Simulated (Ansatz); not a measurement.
Wavefunction ladder for `[Br][SnH]([Br])[Br]`

```
atom   x (Å)   y (Å)   z (Å)
 Br1   1.261  -0.995   1.776
 Sn2  -0.163   0.046   0.071
 Br3   1.005   2.023  -0.795
 Br4  -0.434  -1.549  -1.774
  H5  -1.669   0.474   0.723
```

The species carries charge 0 and has multiplicity 1. Correlated methods include outer-core shells of Br, Sn, which these sets cover unevenly. Scalar relativity is left out up to krypton. Sn: def2 effective core potential. All single points use the PBE0-D4/def2-TZVP geometry. Frozen core, restricted reference, the Gaussian-basis code of Ansatz.

```csv
basis,HF (Eh),MP2 corr.
def2-SVP,-7930.37484,-0.79180
def2-TZVPP,-7931.33622,-1.13262
def2-QZVPP,-7931.48711,-2.30282
```

(1) Estimate the CCSD correlation energy and the (T) correction in each basis where they were run (hartree).

Answers

(1) 
```csv
basis,CCSD corr.,(T)
def2-SVP,-0.80333,-0.01858
def2-TZVPP,-1.14066,-0.03862
```
